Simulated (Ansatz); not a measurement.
`[NH2][W](=[O])(=[O])[Cl]` + H₂O → `[NH2][W](=[O])(=[O])[OH]` + HCl  (formal hydrolysis of a W–Cl bond)

Calculated with Ansatz (gas phase, PBE0-D4/def2-TZVP geometries, no zero-point term in ΔE). CCSD(T)/CBS adds triple-zeta CCSD(T) − MP2 to the extrapolated MP2 energy (def2 sets, frozen cores). This one scheme is used for every species. DFT in def2-TZVPP. B3LYP here is the variant with VWN-RPA as its local correlation; programs differ in this. HSE06 is defined as in plane-wave codes. def2 core potentials past Kr. For W outer-core shells are correlated without core-valence functions, which leaves a few kJ/mol of doubt a bond. Each species was taken in one conformer, which may not be the lowest.

```csv
level,ΔE (kJ/mol),difference from CCSD(T)/CBS
LDA (SPW92),27.3,-9.5
PBE-D4,33.1,-3.7
revPBE-D4,33.6,-3.2
BLYP-D4,28.8,-8.0
r2SCAN-D4,31.6,-5.2
PBE0-D4,34.5,-2.3
B3LYP-D4,30.0,-6.8
r2SCANh-D4,32.2,-4.6
r2SCAN0-D4,32.9,-3.9
HSE06-D4,34.9,-1.9
BHLYP-D4,30.6,-6.2
CAM-B3LYP-D4,23.4,-13.4
ωB97M-V,28.4,-8.4
B2PLYP,33.9,-2.9
PBE-QIDH,38.9,2.1
PBE,31.6,-5.2
revPBE,32.5,-4.3
BLYP,26.0,-10.8
r2SCAN,31.3,-5.5
PBE0,33.0,-3.8
r2SCANh,31.8,-5.0
r2SCAN0,32.5,-4.3
HSE06,33.4,-3.4
BHLYP,27.0,-9.8
LC-ωPBE,22.8,-14.0
RPA@PBE/def2-TZVPP,29.6,-7.2
HF/def2-SVP,22.9,-13.9
MP2/def2-SVP,37.8,1.0
CCSD/def2-SVP,24.0,-12.8
HF/def2-TZVPP,23.6,-13.2
MP2/def2-TZVPP,47.4,10.6
SCS-MP2/def2-TZVPP,40.8,4.0
CCSD/def2-TZVPP,29.0,-7.8
CCSD(T)/def2-TZVPP,32.8,-4.0
HF/def2-QZVPP,24.4,-12.4
MP2/def2-QZVPP,50.0,13.2
SCS-MP2/def2-QZVPP,43.3,6.5
HF/CBS(def2),24.5,-12.3
MP2/CBS(def2),51.4,14.6
CCSD/CBS(def2),33.0,-3.8
CCSD(T)/CBS,36.8,0
```

Largest T1 diagnostic among the species: 0.022, so the coupled-cluster value is less sure than usual.

In def2-TZVPP, CCSD(T) changes the Hartree–Fock value by +9.2 kJ/mol (the triples alone add +3.8 kJ/mol) and MP2 by +23.8 kJ/mol. At CCSD(T), def2-SVP lies −10.7 kJ/mol from the extrapolated value and def2-TZVPP −4.0 kJ/mol. Leaving LDA and LC-ωPBE aside and taking each functional with its dispersion term where it has one, the values spread over 15.5 kJ/mol, from CAM-B3LYP-D4 to PBE-QIDH. LDA lies −4.3 kJ/mol from PBE without D4.
